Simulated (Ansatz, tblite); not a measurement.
Cost and result up the ladder for Ge(CF3)Me3 (C4H9F3Ge) (17 atoms). Charge 0, multiplicity 1. Geometry: PBE0-D4/def2-SVP.

Cartesian coordinates in Å:
```
Ge 0.046 0.092 -0.053
C -0.743 -1.500 0.864
F -0.128 -2.643 0.508
F -2.048 -1.654 0.574
F -0.650 -1.409 2.202
C -0.964 1.636 0.566
H -0.585 2.557 0.100
H -0.879 1.738 1.658
H -2.028 1.528 0.309
C -0.166 -0.215 -1.963
H 0.251 0.626 -2.537
H -1.230 -0.319 -2.221
H 0.357 -1.135 -2.265
C 1.915 0.164 0.485
H 2.438 -0.754 0.179
H 1.997 0.264 1.577
H 2.418 1.023 0.017
```

Ansatz on 4 threads of Intel Xeon on a shared host; xTB runs through tblite on one thread. Times are rough, summed over both states, and most runs start from the orbitals of an earlier one. No level here is sound enough to serve as a yardstick. The other state is a triplet.

The xTB rows come from tblite. HOMO above LUMO, or a gap near zero within one spin, warns that the state may not be the lowest or that an electron is smeared out.

xTB has no spin-polarisation term.

```tsv
level	functions	wall time
GFN2-xTB	46	0.065 s
GFN1-xTB	55	0.076 s
r2SCAN-D4/def2-TZVP	319	49 s
PBE-D4/def2-TZVP (with forces)	319	55 s
```

Task: Estimate what each level gives for the vertical triplet (eV).

Result: 
| level | vertical triplet (eV) | remarks |
| --- | --- | --- |
| GFN2-xTB | 9.04 | – |
| GFN1-xTB | 7.73 | – |
| r2SCAN-D4/def2-TZVP | 7.82 | – |
| PBE-D4/def2-TZVP (with forces) | 7.43 | gap within one spin near zero (triplet) |
